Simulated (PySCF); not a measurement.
HSSi, SMILES [Si]=[SH+] (connectivity only; charge and spin as stated), charge +1, multiplicity 1.

Geometry: B3LYP-D3(BJ)/def2-TZVP. The isomer is the one that the SMILES or the coordinates give; other isomers of the formula were not compared.

These are ωB97X/def2-TZVPD run with PySCF values and carry that method's errors.

Symmetry labels are those of the subgroup Cs that the program uses (full group Cs).

Computed valence orbital energies around the gap with their symmetry:
```json
[
 {"orbital": "HOMO−7", "symmetry": "A'", "energy (eV)": "-110.84"},
 {"orbital": "HOMO−6", "symmetry": "A\"", "energy (eV)": "-110.77"},
 {"orbital": "HOMO−5", "symmetry": "A'", "energy (eV)": "-110.56"},
 {"orbital": "HOMO−4", "symmetry": "A'", "energy (eV)": "-30.56"},
 {"orbital": "HOMO−3", "symmetry": "A'", "energy (eV)": "-22.49"},
 {"orbital": "HOMO−2", "symmetry": "A'", "energy (eV)": "-20.37"},
 {"orbital": "HOMO−1", "symmetry": "A\"", "energy (eV)": "-17.19"},
 {"orbital": "HOMO", "symmetry": "A'", "energy (eV)": "-17.08"},
 {"orbital": "LUMO", "symmetry": "A'", "energy (eV)": "-7.38"},
 {"orbital": "LUMO+1", "symmetry": "A\"", "energy (eV)": "-6.83"},
 {"orbital": "LUMO+2", "symmetry": "A'", "energy (eV)": "-3.61"},
 {"orbital": "LUMO+3", "symmetry": "A'", "energy (eV)": "-3.28"}
]
```
